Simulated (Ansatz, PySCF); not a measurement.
C3H4BNO2, SMILES C1C(=O)N=CB1O. Atoms are numbered in the order given.

```xyz
11

O     -2.4338    -0.0155     0.0891
C     -1.2416     0.0719     0.0430
C     -0.2311    -0.9665     0.5189
B      1.1292    -0.2670     0.1889
O      2.3678    -0.7385     0.4015
C      0.6765     1.1201    -0.4511
N     -0.6007     1.2483    -0.5045
H     -0.3904    -1.1825     1.5879
H     -0.3978    -1.9206    -0.0072
H      3.0707    -0.1416     0.1220
H      1.2915     1.9491    -0.8378
```
Charge 0, spin multiplicity 1.

Geometry optimised at PBE0-D3(BJ)/def2-SVP. The structure was generated by enumeration, and PubChem lists no compound with its InChIKey, so it may never have been made. One conformer was computed; it need not be the lowest.

Two levels are set side by side: PBE-D3(BJ)/def2-SVP (Ansatz, an electronic-structure program) and PBE0-D3(BJ)/def2-SVP (Ansatz). Each level has its own optimised geometry; the coordinates shown are those of the second. Frequencies come from the Hessian of PySCF at each geometry. Differences are taken from unrounded values.

```json
[
 {"quantity": "mean bond length (Å)", "PBE0-D3(BJ)": "1.293", "PBE-D3(BJ)": "1.304", "PBE-D3(BJ) minus PBE0-D3(BJ)": "0.011"},
 {"quantity": "bond O1–C2 (Å)", "PBE0-D3(BJ)": "1.196", "PBE-D3(BJ)": "1.210", "PBE-D3(BJ) minus PBE0-D3(BJ)": "0.013"},
 {"quantity": "bond C2–C3 (Å)", "PBE0-D3(BJ)": "1.525", "PBE-D3(BJ)": "1.538", "PBE-D3(BJ) minus PBE0-D3(BJ)": "0.013"},
 {"quantity": "bond C2–N7 (Å)", "PBE0-D3(BJ)": "1.447", "PBE-D3(BJ)": "1.463", "PBE-D3(BJ) minus PBE0-D3(BJ)": "0.016"},
 {"quantity": "bond C3–B4 (Å)", "PBE0-D3(BJ)": "1.565", "PBE-D3(BJ)": "1.571", "PBE-D3(BJ) minus PBE0-D3(BJ)": "0.006"},
 {"quantity": "bond B4–O5 (Å)", "PBE0-D3(BJ)": "1.342", "PBE-D3(BJ)": "1.355", "PBE-D3(BJ) minus PBE0-D3(BJ)": "0.012"},
 {"quantity": "bond B4–C6 (Å)", "PBE0-D3(BJ)": "1.593", "PBE-D3(BJ)": "1.597", "PBE-D3(BJ) minus PBE0-D3(BJ)": "0.004"},
 {"quantity": "bond C6–N7 (Å)", "PBE0-D3(BJ)": "1.285", "PBE-D3(BJ)": "1.299", "PBE-D3(BJ) minus PBE0-D3(BJ)": "0.015"},
 {"quantity": "bond C3–H8 (Å)", "PBE0-D3(BJ)": "1.102", "PBE-D3(BJ)": "1.111", "PBE-D3(BJ) minus PBE0-D3(BJ)": "0.008"},
 {"quantity": "bond C3–H9 (Å)", "PBE0-D3(BJ)": "1.102", "PBE-D3(BJ)": "1.111", "PBE-D3(BJ) minus PBE0-D3(BJ)": "0.008"},
 {"quantity": "bond O5–H10 (Å)", "PBE0-D3(BJ)": "0.964", "PBE-D3(BJ)": "0.976", "PBE-D3(BJ) minus PBE0-D3(BJ)": "0.012"},
 {"quantity": "bond C6–H11 (Å)", "PBE0-D3(BJ)": "1.102", "PBE-D3(BJ)": "1.112", "PBE-D3(BJ) minus PBE0-D3(BJ)": "0.009"},
 {"quantity": "highest harmonic wavenumber (cm⁻¹)", "PBE0-D3(BJ)": "3891", "PBE-D3(BJ)": "3708", "PBE-D3(BJ) minus PBE0-D3(BJ)": "-183"},
 {"quantity": "mean harmonic wavenumber (cm⁻¹)", "PBE0-D3(BJ)": "1256", "PBE-D3(BJ)": "1204", "PBE-D3(BJ) minus PBE0-D3(BJ)": "-51"},
 {"quantity": "zero-point energy (kcal/mol)", "PBE0-D3(BJ)": "48.47", "PBE-D3(BJ)": "46.48", "PBE-D3(BJ) minus PBE0-D3(BJ)": "-1.98"}
]
```

Exact exchange shortens and stiffens bonds; PBE has none. Differences between two approximate levels are no errors against the true value.
